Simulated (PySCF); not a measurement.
Isomers of C7H16SSi.

All values: PBE0/pcSseg-1 (PySCF) at GFN2-xTB geometries, gas phase, one conformer each.

**Question.** Rank by HOMO–LUMO gap, highest first.
A. `[CH3:1][CH2:2][C@@:3]1([SiH3:4])[CH2:5][CH2:6][CH2:7][S:8][CH2:9]1` with C1–C2–C3–Si4 -65°, C2–C3–C5–C6 61°, C3–C5–C6–C7 62°, C5–C6–C7–S8 -63°, C6–C7–S8–C9 57°
B. `[CH3:1][CH2:2][Si@@H:3]([CH3:4])[S:5][C:6]1([CH3:7])[CH2:8][CH2:9]1` with C1–C2–Si3–C4 59°, C2–Si3–S5–C6 -167°, Si3–S5–C6–C7 -67°
C. `[CH3:1][CH2:2][Si:3]1([CH:4]([CH3:5])[CH3:6])[CH2:7][S:8][CH2:9]1` with C1–C2–Si3–C4 -65°, C2–Si3–C4–C5 -50°
D. `[CH3:1][CH2:2][Si@@H:3]1[CH2:4][C@@H:5]1[S:6][CH:7]([CH3:8])[CH3:9]` with C1–C2–Si3–C4 154°, C4–C5–S6–C7 85°, C5–S6–C7–C8 -62°

**Answer.** B (7.23 eV), A (6.96 eV), D (6.61 eV), C (6.24 eV).

**Question.** Rank by HOMO energy, lowest first.
A. `[CH3:1][CH2:2][C@@:3]1([SiH3:4])[CH2:5][CH2:6][CH2:7][S:8][CH2:9]1` with C1–C2–C3–Si4 -65°, C2–C3–C5–C6 61°, C3–C5–C6–C7 62°, C5–C6–C7–S8 -63°, C6–C7–S8–C9 57°
B. `[CH3:1][CH2:2][Si:3]1([CH:4]([CH3:5])[CH3:6])[CH2:7][S:8][CH2:9]1` with C1–C2–Si3–C4 -65°, C2–Si3–C4–C5 -50°
C. `[CH3:1][CH2:2][Si@@H:3]([CH3:4])[S:5][C:6]1([CH3:7])[CH2:8][CH2:9]1` with C1–C2–Si3–C4 59°, C2–Si3–S5–C6 -167°, Si3–S5–C6–C7 -67°

**Answer.** C (-6.55 eV), A (-6.24 eV), B (-6.05 eV).

**Question.** Rank by the highest IAO charge on any atom, lowest value first.
A. `[CH3:1][CH2:2][C@@:3]1([SiH3:4])[CH2:5][CH2:6][CH2:7][S:8][CH2:9]1` with C1–C2–C3–Si4 -65°, C2–C3–C5–C6 61°, C3–C5–C6–C7 62°, C5–C6–C7–S8 -63°, C6–C7–S8–C9 57°
B. `[CH3:1][CH2:2][Si@@H:3]([CH3:4])[S:5][C:6]1([CH3:7])[CH2:8][CH2:9]1` with C1–C2–Si3–C4 59°, C2–Si3–S5–C6 -167°, Si3–S5–C6–C7 -67°
C. `[CH3:1][CH2:2][Si:3]1([CH:4]([CH3:5])[CH3:6])[CH2:7][S:8][CH2:9]1` with C1–C2–Si3–C4 -65°, C2–Si3–C4–C5 -50°
D. `[CH3:1][CH2:2][Si@@H:3]1[CH2:4][C@@H:5]1[S:6][CH:7]([CH3:8])[CH3:9]` with C1–C2–Si3–C4 154°, C4–C5–S6–C7 85°, C5–S6–C7–C8 -62°

**Answer.** A (+0.571 e), D (+0.797 e), B (+0.836 e), C (+1.045 e).

All values together:

```csv
SMILES,μ (D),HOMO (eV),LUMO (eV),lowest IAO charge (e),highest IAO charge (e),lowest Hirshfeld charge (e),highest Hirshfeld charge (e)
CC[Si]1(C(C)C)CSC1,2.96,-6.05,0.19,-0.634 (C),+1.045 (Si),-0.180 (C),+0.406 (Si)
CC[Si@@H](C)SC1(C)CC1,1.71,-6.55,0.67,-0.717 (C),+0.836 (Si),-0.214 (C),+0.342 (Si)
CC[C@@]1([SiH3])CCCSC1,1.55,-6.24,0.72,-0.415 (C),+0.571 (Si),-0.117 (C),+0.304 (Si)
CC[Si@@H]1C[C@@H]1SC(C)C,0.91,-6.05,0.56,-0.532 (C),+0.797 (Si),-0.180 (C),+0.336 (Si)
```

Conformers: `[CH3:1][CH2:2][Si:3]1([CH:4]([CH3:5])[CH3:6])[CH2:7][S:8][CH2:9]1` with C1–C2–Si3–C4 -65°, C2–Si3–C4–C5 -50°; `[CH3:1][CH2:2][Si@@H:3]([CH3:4])[S:5][C:6]1([CH3:7])[CH2:8][CH2:9]1` with C1–C2–Si3–C4 59°, C2–Si3–S5–C6 -167°, Si3–S5–C6–C7 -67°; `[CH3:1][CH2:2][C@@:3]1([SiH3:4])[CH2:5][CH2:6][CH2:7][S:8][CH2:9]1` with C1–C2–C3–Si4 -65°, C2–C3–C5–C6 61°, C3–C5–C6–C7 62°, C5–C6–C7–S8 -63°, C6–C7–S8–C9 57°; `[CH3:1][CH2:2][Si@@H:3]1[CH2:4][C@@H:5]1[S:6][CH:7]([CH3:8])[CH3:9]` with C1–C2–Si3–C4 154°, C4–C5–S6–C7 85°, C5–S6–C7–C8 -62°.
